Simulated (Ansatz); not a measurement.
The same path of CH4SZn + H4Si (12 atoms, charge 0, multiplicity 1) was run 3 times with different band settings. Lost on the way: Zn1–S2, H4–Si5. Made: Zn1–Si5, S2–H4.

Level of theory: RKS PBE0/def2-mTZVP (Ansatz).

Relaxed end points:

```xyz
12
Properties=species:S:1:pos:R:3
Zn 0.342 0.543 1.800
S 0.163 2.717 1.942
C 0.513 -1.389 1.786
H -0.211 0.644 -0.957
Si -0.556 0.109 -2.305
H 0.105 2.901 0.601
H 0.755 -1.765 2.783
H -0.418 -1.863 1.465
H 1.306 -1.708 1.106
H -1.193 -1.222 -2.146
H 0.689 -0.015 -3.106
H -1.496 1.048 -2.969
```

```xyz
12
Properties=species:S:1:pos:R:3
Zn -0.046 -0.667 0.076
S -0.338 2.124 0.857
C 0.425 -1.352 1.856
H 0.017 2.766 -0.277
Si -0.537 -0.272 -2.225
H 0.875 2.294 1.425
H 1.375 -0.940 2.210
H -0.338 -1.095 2.598
H 0.525 -2.441 1.854
H -0.679 -1.487 -3.083
H 0.523 0.563 -2.881
H -1.803 0.508 -2.410
```

Common settings: movable images 7; climbing image yes; spring 5.0 eV/Å²; optimiser quadratic models (default); start path through a guess of the saddle point; end points relaxed.

| run | force threshold | iteration limit |
| --- | --- | --- |
| 1 | 0.03 eV/Å | 60 |
| 2 | 0.03 eV/Å | 10 |
| 3 | 0.2 eV/Å | 60 |

(1) What does each run give, and how far can it be trusted?

Answers

(1) Run 1: converged after 10 iterations, highest image 1.623 eV above the first end. A vibrational analysis at the climbing image gives one clearly imaginary mode, 971i cm⁻¹: a first-order saddle point.
Run 2: converged after 10 iterations, highest image 1.623 eV above the first end. Another band between the same ends (7 images) ends at a top of the same energy, where a vibrational analysis finds 1 clearly imaginary mode.
Run 3: converged after 5 iterations, highest image 1.638 eV above the first end. The threshold of 0.2 eV/Å is loose, so the images may lie well off the minimum-energy path. The order of the stationary point at the top wasn't checked.
The orbitals stay closed-shell, which can raise the energy where a bond breaks towards radicals; this wasn't checked here.
